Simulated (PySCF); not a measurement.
Compound: trimethylsilane, C3H10Si.
Cartesian coordinates in Å at the GFN2-xTB level; atoms count from 1:
```xyz
14
C3H10Si angstrom
C      0.1787    1.7173   -0.5116
Si    -0.1216    0.1246    0.4870
C     -1.5564   -0.8565   -0.2894
C      1.4556   -0.9411    0.4797
H     -0.7039    2.3500   -0.5187
H      0.4329    1.4999   -1.5456
H      0.9938    2.2981   -0.0902
H     -0.4650    0.4785    1.8775
H     -1.7517   -1.7713    0.2625
H     -1.3402   -1.1353   -1.3172
H     -2.4741   -0.2759   -0.2952
H      1.7454   -1.2209   -0.5295
H      2.2918   -0.4099    0.9244
H      1.3139   -1.8580    1.0441
```

Method used: PySCF, TDDFT CAM-B3LYP/def2-SVPD, vertical, gas phase, core orbitals frozen in the response.

Transition dipole moments from the ground state, in atomic units and in the frame of the coordinates above (overall signs are arbitrary), for the states with f of 0.002 or more among the lowest 7:

```tsv
state	E (hartree)	μx	μy	μz
S1	0.3021	-0.631	0.059	-0.172
S2	0.3021	-0.098	-0.637	0.137
S5	0.3268	-0.124	0.128	0.482
S6	0.3283	0.217	0.041	0.043
S7	0.3284	-0.029	0.217	-0.076
```

What oscillator strength does each state have?

f = (2/3) ΔE |μ|² with ΔE in hartree (27.2114 eV).

```json
{"state": "S1", "|μ|² (au)": "0.432", "|μ| (D)": "1.67", "f": "0.087"}
{"state": "S2", "|μ|² (au)": "0.435", "|μ| (D)": "1.68", "f": "0.088"}
{"state": "S5", "|μ|² (au)": "0.264", "|μ| (D)": "1.31", "f": "0.058"}
{"state": "S6", "|μ|² (au)": "0.051", "|μ| (D)": "0.57", "f": "0.011"}
{"state": "S7", "|μ|² (au)": "0.054", "|μ| (D)": "0.59", "f": "0.012"}
```

Label these states by symmetry in C3v.

The ground state is totally symmetric, so the direction of μ fixes the label. Polarised along the main axis, so A1: S5. Polarised across the main axis, so E: S1, S2, S6 and S7.

How is the summed strength of these states shared among x, y and z?

(2/3) Σ ΔE μα² gives 0.096 for x, 0.097 for y and 0.062 for z, 0.255 in all.

S1/S2 and S6/S7 coincide within about 0.01 eV; within a degenerate level the directions of the single components are arbitrary.

Without π bonds the low states may be Rydberg-like; a valence basis with one diffuse set may place them up to an eV too high.
